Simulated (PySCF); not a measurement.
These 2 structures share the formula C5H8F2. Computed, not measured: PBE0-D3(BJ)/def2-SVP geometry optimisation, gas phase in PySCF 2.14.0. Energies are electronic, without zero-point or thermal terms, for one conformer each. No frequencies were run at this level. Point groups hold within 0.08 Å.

Problem. Rank from lowest to highest electronic energy at this level (kcal/mol).
A. `[CH3:1]/[C:2](=[CH:3]/[CH2:4][F:5])[CH2:6][F:7]` with C2–C3–C4–F5 -174°, C1–C2–C6–F7 174°
B. `[CH3:1]/[CH:2]=[CH:3]\[CH2:4][CH:5]([F:6])[F:7]` with C2–C3–C4–C5 -122°, C3–C4–C5–F6 180°

Solution. B (0.0), A (12.6).

As drawn, the lower has two fluorines on one carbon, which the higher lacks.

```tsv
SMILES	E (Eh)	E rel (kcal/mol)	dipole (D)	point group	A, B, C (MHz)
C/C=C\CC(F)F	-394.30581	0.0	2.38	C1	5727, 1241, 1081
C/C(=C/CF)CF	-394.28570	12.6	2.97	near Cs	3506, 1709, 1176
```
